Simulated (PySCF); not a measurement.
## Kr²⁺ (krypton, charge +2): M06-L calculation

Configuration: [Ar] 3d10 4s2 4p4, high-spin 3P determinant. Calculation: PySCF 2.14, in pcseg-2 (6s5p3d1f, 43 functions); no relativity, point nucleus.

- Total energy: -2752.288 hartree
- One-electron energy: -3798.487 hartree
- Hartree (Coulomb) energy: 1140.996 hartree
- Exchange-correlation energy: -94.796 hartree
- Kinetic energy: 2752.76844 hartree
- ⟨S²⟩: 2.0036
- ⟨L²⟩: 2.016
- Sum of ⟨r⟩: 21.33 bohr
- Sum of ⟨r²⟩: 25.99 bohr²
- Traceless quadrupole moment −½Σ⟨3z² − r²⟩ along its main axis: -1.30 e·bohr²
- Density at the nucleus (Gaussians lack the cusp): 31900 bohr⁻³
- Spin density at the nucleus: -0.753 bohr⁻³
- Langevin diamagnetic susceptibility: -20.6 ×10⁻⁶ cm³/mol
- Time after the integrals: 1 s of wall time on 1 thread of Neoverse-V2 (shared host)

| shell | electrons | mean orbital energy (hartree) | spread (hartree) | rms radius, mean of both spins (bohr) |
| --- | --- | --- | --- | --- |
| 1s α | 1 | -512.87367 | 0 | 0.0491 |
| 1s β | 1 | -512.86654 | 0 | 0.0491 |
| 2s α | 1 | -67.88879 | 0 | 0.204 |
| 2s β | 1 | -67.88613 | 0 | 0.204 |
| 2p α | 3 | -61.34991 | 0.01083 | 0.179 |
| 2p β | 3 | -61.34243 | 0.00558 | 0.179 |
| 3s α | 1 | -10.57825 | 0 | 0.577 |
| 3s β | 1 | -10.57163 | 0 | 0.577 |
| 3p α | 3 | -8.22080 | 0.02918 | 0.587 |
| 3p β | 3 | -8.21229 | 0.02272 | 0.587 |
| 3d α | 5 | -4.05250 | 0.02849 | 0.611 |
| 3d β | 5 | -4.04179 | 0.02033 | 0.611 |
| 4s α | 1 | -1.72600 | 0 | 1.65 |
| 4s β | 1 | -1.61081 | 0 | 1.65 |
| 4p α | 3 | -1.18663 | 0.06241 | 1.86 |
| 4p β | 1 | -1.10360 | 0 | 1.86 |
